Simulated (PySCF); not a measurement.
Molecule: SMILES N([SiH2]C#CC)[SiH3], C₃H₉NSi₂.

Molfile (atoms numbered from 1):
```
C3H9NSi2
     RDKit          3D

 15 14  0  0  0  0  0  0  0  0999 V2000
   -3.4367    0.6555    0.4349 C   0  0  0  0  0  0  0  0  0  0  0  0
   -2.1955   -0.0204    0.1072 C   0  0  0  0  0  0  0  0  0  0  0  0
   -1.1491   -0.5861   -0.1635 C   0  0  0  0  0  0  0  0  0  0  0  0
    0.4303   -1.4259   -0.5621 Si  0  0  0  0  0  4  0  0  0  0  0  0
    1.7984   -0.3523   -0.5659 N   0  0  0  0  0  0  0  0  0  0  0  0
    2.8945    0.0100    0.7367 Si  0  0  0  0  0  4  0  0  0  0  0  0
   -4.0743    0.7697   -0.4557 H   0  0  0  0  0  0  0  0  0  0  0  0
   -4.0062    0.0904    1.1893 H   0  0  0  0  0  0  0  0  0  0  0  0
   -3.2414    1.6597    0.8427 H   0  0  0  0  0  0  0  0  0  0  0  0
    0.6884   -2.4754    0.4644 H   0  0  0  0  0  0  0  0  0  0  0  0
    0.2892   -2.0451   -1.9134 H   0  0  0  0  0  0  0  0  0  0  0  0
    1.8602    0.2587   -1.3769 H   0  0  0  0  0  0  0  0  0  0  0  0
    2.6104    1.3171    1.4119 H   0  0  0  0  0  0  0  0  0  0  0  0
    4.3033    0.0708    0.2363 H   0  0  0  0  0  0  0  0  0  0  0  0
    2.7634   -1.0835    1.7432 H   0  0  0  0  0  0  0  0  0  0  0  0
  1  2  1  0
  2  3  3  0
  3  4  1  0
  4  5  1  0
  5  6  1  0
  1  7  1  0
  1  8  1  0
  1  9  1  0
  4 10  1  0
  4 11  1  0
  5 12  1  0
  6 13  1  0
  6 14  1  0
  6 15  1  0
M  END
```

Geometry PBE0-D3(BJ)/def2-SVP throughout; GIAO in PySCF 2.14, gas phase, one conformer, non-relativistic; equivalent atoms averaged; functional PBE0.

Question: How do the absolute shieldings σ depend on the basis set? (a selection of nuclei; ppm; last column core-seconds on shared hosts with different chips, so compare them loosely)

Answer: 
| basis set | functions | C2 | C3 | C1 | Si6 | Si4 | N5 | H13/H14/H15 | H7/H8/H9 | H12 | core-s |
| --- | --- | --- | --- | --- | --- | --- | --- | --- | --- | --- | --- |
| STO-3G | 47 | 152.5 | 166.6 | 219.9 | 564.4 | 566.4 | 378.1 | 30.51 | 31.36 | 36.44 | 4.5 |
| 6-31G | 80 | 95.5 | 121.0 | 192.7 | 467.1 | 472.5 | 277.3 | 27.91 | 30.65 | 34.61 | 8.4 |
| 6-31G* | 110 | 93.8 | 118.1 | 188.3 | 439.6 | 453.5 | 259.6 | 27.00 | 30.25 | 32.92 | 12 |
| def2-SVP | 137 | 89.4 | 114.6 | 189.1 | 461.3 | 474.5 | 263.3 | 26.61 | 29.65 | 32.01 | 14 |
| pcSseg-1 | 161 | 72.4 | 98.7 | 178.6 | 400.8 | 409.1 | 256.7 | 26.54 | 29.32 | 31.75 | 12 |
| 6-311+G(2d,p) | 232 | 75.5 | 102.0 | 181.8 | 393.2 | 400.7 | 250.1 | 26.51 | 29.60 | 31.99 | 32 |
| def2-TZVP | 252 | 75.7 | 101.5 | 181.3 | 381.8 | 388.3 | 250.5 | 26.47 | 29.60 | 31.99 | 37 |

Question: Which nucleus among those listed moves most, in ppm?

Answer: Si6 (silicon bonded to N, 3 H): from 381.8 ppm with def2-TZVP to 564.4 ppm with STO-3G. The smallest spread is 2.04 ppm, at H7/H8/H9. Proton shifts span only some 12 ppm, so a few tenths of a ppm matter as much there as several ppm in carbon.

Question: Taking the largest basis, def2-TZVP (252 functions), as the yardstick, rank the others by their worst heavy-atom deviation.

Answer: 6-311+G(2d,p) 12.3 ppm (232 functions), pcSseg-1 20.8 ppm (161 functions), 6-31G* 65.2 ppm (110 functions), 6-31G 85.3 ppm (80 functions), def2-SVP 86.2 ppm (137 functions), STO-3G 182.6 ppm (47 functions).

A small basis that lands close on one nucleus may do so by chance; judge by the trend and by all nuclei.
